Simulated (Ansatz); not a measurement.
C2H6AlN can be A, `C[C](=N)[AlH2]`, or B, `C[CH]1[NH][AlH]1`.

Computed with Ansatz on PBE0-D4/def2-TZVP structures; ΔE is electronic, products minus reactants. CBS: MP2 limit from def2 TZ/QZ plus the TZ coupled-cluster correction, frozen cores. Functionals use def2-TZVPP. B3LYP here is the variant with VWN-RPA as its local correlation; programs differ in this. One conformer a species, not always the lowest.

A:

Z-matrix (Å, degrees):
```
C
C 1 1.499
H 1 1.095 2 110.6
H 1 1.092 2 110.7 3 -121.3
H 1 1.095 2 110.6 3 117.3
N 2 1.279 1 117.7 3 121.4
Al 2 1.986 1 124.3 3 -58.6
H 6 1.023 2 111.5 1 -180.0
H 7 1.588 2 124.5 1 -0.1
H 7 1.588 2 113.1 1 179.9
```

B:

```xyz
10

C    -0.103    1.046   -0.833
C    -0.504   -0.183   -0.057
N     0.115   -0.343    1.304
Al    0.626   -1.691    0.361
H    -0.489    1.004   -1.856
H    -0.505    1.958   -0.371
H     0.983    1.161   -0.887
H    -1.593   -0.304   -0.051
H    -0.048    0.340    2.025
H     1.517   -2.988    0.364
```

Task: Which is lower in electronic energy at CCSD(T)/CBS, and by how much? (Best estimate.)

Result: Computed: A, by 1.9 kcal/mol.

Task: Give E(B) − E(A) in kcal/mol with r2SCAN-D4, B3LYP, MP2/def2-TZVPP, CCSD/def2-TZVPP, LDA (SPW92), CCSD(T)/def2-TZVPP, B3LYP-D4. (Estimate.)

Result: Ansatz gave: r2SCAN-D4 0.2, B3LYP 4.2, MP2/def2-TZVPP 0.0, CCSD/def2-TZVPP 3.5, LDA (SPW92) -5.7, CCSD(T)/def2-TZVPP 3.2, B3LYP-D4 4.1. The order is the other way round with LDA (SPW92).

Task: Does the order hold for the free energy at 298.15 K (harmonic terms from PBE0-D4)? (Best estimate.)

Result: The calculation gave: Yes: G(B) − G(A) = +5.5 kcal/mol, for one conformer each.

Largest T1 diagnostic: 0.014.

In def2-TZVPP, CCSD(T) changes the Hartree–Fock value by −7.6 kcal/mol (the triples alone add −0.4 kcal/mol) and MP2 by −10.8 kcal/mol. At CCSD(T), def2-SVP lies +2.9 kcal/mol from the extrapolated value and def2-TZVPP +1.2 kcal/mol.
